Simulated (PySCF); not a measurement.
Structure with atom numbers: `[CH:1]#[C:2][C@@:3]([CH3:4])([SiH2:5][CH3:6])[C:7](=[O:8])[OH:9]`. Hydrogens are named by the atom that carries them. Ha(Si5) is pro-R; Hb(Si5) is pro-S.

One computed conformer, fast rotation and ring inversion assumed for equivalent nuclei, non-relativistic, gas phase. σ from GIAO-PBE0/pcSseg-1; GFN2-xTB structure; PySCF 2.14.0 with density-fitted response routines.

Scale: TMS for 13C (σ = 186.93 ppm) (reference shieldings calculated alike).

Q: Do the 13C shifts follow the atomic charges (in e)? Tabulate both.

A: 
```csv
atoms,hybridisation,δ (ppm),σ para (ppm),Hirshfeld,IAO,Mulliken,ESP-fitted
C7,sp2,180.0,-244,+0.21,+0.53,+0.58,+0.67
C2,sp,88.4,-162,-0.05,-0.03,+0.52,-0.21
C1,sp,79.9,-152,-0.12,-0.25,-0.43,-0.36
C3,sp3,29.7,-88,-0.06,-0.27,-0.86,+0.28
C4,sp3,21.8,-79,-0.11,-0.40,-0.13,-0.48
C6,sp3,-8.6,-59,-0.21,-0.72,-0.64,-0.64
```

Correlation coefficients of δ with charge over these carbons: Hirshfeld +0.91, IAO +0.97, Mulliken +0.77, ESP-fitted +0.74; with the paramagnetic shielding -1.00. With so few points, grouped by hybridisation, these coefficients are fragile. Charge is one influence among several: hybridisation and low-lying excitations act through the paramagnetic term.

Shifts are as computed. Against solution values, carbons near 30 ppm lie about +3 ppm off and those near 130 ppm about +5 ppm. Of 1211 compounds with measured shifts, 218 miss one by over three times the rms of a fit or turn the order of signals round; such compounds aren't used in these exercises. Hydrogen bonding in solution deshields acid and N–H amide carbonyl carbons by as much as 10 ppm beyond these values.
